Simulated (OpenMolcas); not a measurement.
Results of a calculation; reference values are marked as such.
## Cu3+: input and output

Cu3+ with its 6 nearest fluoride ions at 1.834 Å, on the Ge site of Cs2GeF6 (a = 9.021 Å, distance in the model lattice 1.804 Å). The rest of the host is ab initio model potentials to 7.6 Å and point charges beyond; the distance is set by hand and nothing relaxes, and no local charge compensation is placed. Ligand basis ANO-RCC-VDZP.

Input, with the lattice sites abridged:

```
&GATEWAY
Basis set
Cu.ANO-RCC-VTZP.
Cu1 0.0 0.0 0.0 Angstrom
End of basis
Basis set
F.ANO-RCC-VDZP.
L1 1.834000 0.000000 0.000000 Angstrom
L2 0.000000 1.834000 0.000000 Angstrom
L3 0.000000 0.000000 1.834000 Angstrom
End of basis
Basis set
Cs.EMB-AIMP.Seijo.0s.0s.ECP.Cs2GeF6.
PseudoCharge
* 16 symmetry-unique lattice sites within 7.6 angstrom
End of basis
Basis set
F.EMB-AIMP.Seijo.0s.0s.ECP.Cs2GeF6.
PseudoCharge
* 27 symmetry-unique lattice sites within 7.6 angstrom
End of basis
Basis set
Ge.EMB-AIMP.Seijo.0s.0s.ECP.Cs2GeF6.
PseudoCharge
* 6 symmetry-unique lattice sites within 7.6 angstrom
End of basis
Symmetry
XYZ
AngMom=0.0 0.0 0.0
AMFI
RICD
XField
1358 Angstrom 0
* Evjen-weighted lattice charges
&SEWARD
&RASSCF
FileOrb=start.orb
Symmetry=1
Spin=3
nActEl=8 0 0
Inactive=18 21
Ras2=5 0
CIRoot=10 10 1
SDav=10
CIMx=300
Iter=150 100
PrWF=0.3
OrbListing=Nothing
MaxOrb=0
LevShft=1.0
>>> COPY $Project.JobIph JOB001
&RASSCF
FileOrb=start.orb
Symmetry=1
Spin=1
nActEl=8 0 0
Inactive=18 21
Ras2=5 0
CIRoot=15 15 1
SDav=15
CIMx=300
Iter=150 100
PrWF=0.3
OrbListing=Nothing
MaxOrb=0
LevShft=1.0
>>> COPY $Project.JobIph JOB002
&RASSI
NrOfJobIphs=2 10 15
1 2 3 4 5 6 7 8 9 10
1 2 3 4 5 6 7 8 9 10 11 12 13 14 15
IphNames
JOB001
JOB002
EJob
SpinOrbit
DIPRint=1.0
SOCoupling=1000.0
Subsets=2
Property=9
'ANGMOM' 1 'ANGMOM' 2 'ANGMOM' 3 'MLTPL  1' 1 'MLTPL  1' 2 'MLTPL  1' 3
'AMFI' 1 'AMFI' 2 'AMFI' 3
SOProperty=3
'ANGMOM' 1 'ANGMOM' 2 'ANGMOM' 3
```

Launched by
```bash
OMP_NUM_THREADS=1 MOLCAS_MEM=2457 MOLCAS_PROJECT=a pymolcas a.inp > a.log  # once for each step of the input, in one work folder
```

A driver script runs the steps one by one and writes start.orb anew before each from the orbitals found so far.

Output, cut to the results:

```
--- SEWARD ---
Basis set label: CU.ANO-RCC...6S5P3D2F1G.

      Electronic valence basis set:
      ------------------
      Associated Effective Charge  29.000000 au
      Associated Actual Charge     29.000000 au
      Nuclear Model: Point charge

      Shell  nPrim  nBasis  Cartesian Spherical Contaminant
         s      21       6        X
         p      15       5        X
         d      10       3                 X
         f       6       2                 X
         g       4       1                 X
                  Relativistic Douglas-Kroll-Hess integrals:
                    - DKH order of Hamiltonian: 2
                    - DKH order of Properties : 0
                  Atomic mean-field integrals
--- RASSCF ---
Wave function specifications:
      -----------------------------

      Number of closed shell electrons          78
      Number of electrons in active shells       8
      Max number of holes in RAS1 space          0
      Max nr of electrons in RAS3 space          0
      Number of inactive orbitals               39
      Number of active orbitals                  5
      Number of secondary orbitals              99
      Spin quantum number                      1.0
      State symmetry                             1
Orbital specifications:
      -----------------------

      Symmetry species                           1   2
                                                ag  au
      Frozen orbitals                            0   0
      Inactive orbitals                         18  21
      Active orbitals                            5   0
      RAS1 orbitals                              0   0
      RAS2 orbitals                              5   0
      RAS3 orbitals                              0   0
      Secondary orbitals                        49  50
      Deleted orbitals                           0   0
      Number of basis functions                 72  71
      Number of CSFs                            10
      Number of root(s) required                10
      Iter CI   SX   CI       RASSCF       Energy    max ROT     max BLB   max BLB  Level Ln srch  Step   QN
          iter iter root      energy       change     param      element    value   shift minimum  type update
 Nr of preliminary CI iterations:   1
      Total energies have been shifted. Add                -2000.00 au
        1   1   13    0  -249.82051163    0.00E+00  -8.04E-02   23  29 1  6.89E-01*  1.89   0.00    SX    NO
        2   1   14    0  -250.76093522   -9.40E-01* -7.92E-02   21  33 1  1.93E-01*  1.35   0.00    SX    NO
        3   1   13    0  -250.93089150   -1.70E-01* -5.23E-02    9  22 2  7.12E-02*  1.23   0.00    SX    NO
        4   1   13    0  -250.95441961   -2.35E-02* -2.43E-02   21  24 2  3.47E-02*  1.15   0.00    SX    NO
        5   1   12    0  -250.95985566   -5.44E-03* -2.11E-02   21  24 2  2.04E-02*  1.14   1.96    LS   YES
        6   1   12    0  -250.96154997   -1.69E-03*  1.11E-02    3  45 1  2.26E-02*  1.13   1.10    QN   YES
        7   1   11    0  -250.96215627   -6.06E-04*  2.91E-03   22  28 1 -8.12E-03*  1.11   1.08    QN   YES
        8   1   10    0  -250.96232838   -1.72E-04*  1.21E-03   20  26 1 -2.34E-03*  1.11   1.42    LS   YES
        9   1   10    0  -250.96234440   -1.60E-05* -5.76E-04   20  58 1 -1.39E-03*  1.11   0.99    QN   YES
       10   1    9    0  -250.96235724   -1.28E-05* -3.14E-04   23  29 1  4.93E-04*  1.11   1.55    LS   YES
       11   1    9    0  -250.96235897   -1.73E-06* -1.89E-04   18  63 2  4.66E-04*  1.11   0.97    QN   YES
       12   1    8    0  -250.96236029   -1.32E-06* -1.20E-04   23  29 1  1.28E-04*  1.11   1.64    LS   YES
       13   1    8    0  -250.96236052   -2.34E-07* -1.37E-04    2  45 1  1.60E-04*  1.11   1.00    QN   YES
       14   1    7    0  -250.96236065   -1.34E-07* -9.37E-05    2  45 1  5.02E-05   1.11   1.69    LS   YES
       15   1    7    0  -250.96236068   -2.64E-08* -1.34E-05    4  42 2 -4.35E-05   1.11   1.00    QN   YES
       16   1    6    0  -250.96236069   -1.07E-08*  1.13E-05    9  42 2 -1.51E-05   1.11   1.57    QN   YES
       17   1    5    0  -250.96236069   -2.20E-09  -3.67E-06   18  70 1 -3.27E-06   1.11   1.08    QN   YES
      Convergence after 17 iterations
       18   1    5    0  -250.96236069   -1.19E-10  -3.67E-06   19  31 1 -1.79E-06   1.11   1.08    QN   YES
      Natural orbitals and occupation numbers for root  1
      sym 1:   2.000000   2.000000   1.000000   2.000000   1.000000
...
--- RASSI ---
SPIN-FREE ENERGIES:
  (Shifted by EMIN (a.u.) =      -2251.0551985132)

 SF State       Relative EMIN(au)   Rel lowest level(eV)    D:o, cm**(-1)

     1             0.0000000000        0.0000000000              0.0000
     2             0.0541749137        1.4741745013          11890.0192
     3             0.0541749137        1.4741745013          11890.0192
     4             0.0541749137        1.4741745013          11890.0192
    11             0.0865359425        2.3547629555          18992.4441
    12             0.0865359425        2.3547629555          18992.4441
     7             0.0907050787        2.4682109307          19907.4637
     5             0.0907050787        2.4682109307          19907.4637
     6             0.0907050787        2.4682109307          19907.4637
    13             0.1392576933        3.7893948810          30563.5309
    14             0.1392576933        3.7893948810          30563.5309
    15             0.1392576933        3.7893948810          30563.5309
    16             0.1421786474        3.8688780903          31204.6062
     8             0.1645794107        4.4784339131          36121.0055
     9             0.1645794107        4.4784339131          36121.0055
    10             0.1645794107        4.4784339131          36121.0055
    17             0.1688309926        4.5941253502          37054.1199
    18             0.1688309926        4.5941253502          37054.1199
    19             0.1688309926        4.5941253502          37054.1199
    20             0.2162997554        5.8858161896          47472.3091
    21             0.2162997554        5.8858161896          47472.3091
    22             0.2185427119        5.9468501438          47964.5811
    23             0.2185427119        5.9468501438          47964.5811
    24             0.2185427119        5.9468501438          47964.5811
    25             0.3685375635       10.0284179867          80884.6459
...
```

Spin-orbit levels above the lowest (labels of O, the rotations of Oh):

| E (cm-1) | Degeneracy | Label | 2S+1 |
| --- | --- | --- | --- |
| 0.0 | 3 | T2 | 3 |
| 11500 | 2 | E | 3 |
| 11716 | 3 | T1 | 3 |
| 12243 | 3 | T2 | 3 |
| 12458 | 1 | A2 | 3 |
| 18658 | 2 | E | 1 (78 %) |
| 18904 | 1 | A1 | 3 |
| 19576 | 3 | T1 | 3 |
| 20618 | 3 | T2 | 3 |
| 21251 | 2 | E | 3 (79 %) |
| 30450 | 3 | T2 | 1 |
| 31392 | 1 | A1 | 1 |
| 35993 | 2 | E | 3 |
| 36237 | 3 | T2 | 3 |
| 36522 | 3 | T1 | 3 |
| 36826 | 1 | A1 | 3 |
| 37272 | 3 | T1 | 1 |
| 47663 | 2 | E | 1 |
| 48148 | 3 | T2 | 1 |
| 81108 | 1 | A1 | 1 |

Without dynamic correlation the repulsion within the d shell is too large (B by tens of per cent), so at a given field states of lower spin stand too high. Ligand-to-metal charge-transfer states are missing. With no ligand orbital active B as a rule stays too high, so bands that hang on it stand too high and its fall with covalency is understated. With metal d orbitals alone and no dynamic correlation 10Dq can be off by a tenth to a fifth, either way, in oxide and fluoride hosts. No measured value stands beside these numbers; the geometry was set by hand and not optimised.

The RASSCF and RASSI steps took 40 s on 1 thread of Intel(R) Xeon(R) Platinum 8175M CPU @ 2.50GHz (Skylake/Cascade Lake), with other jobs on the host; the integral step is not counted.
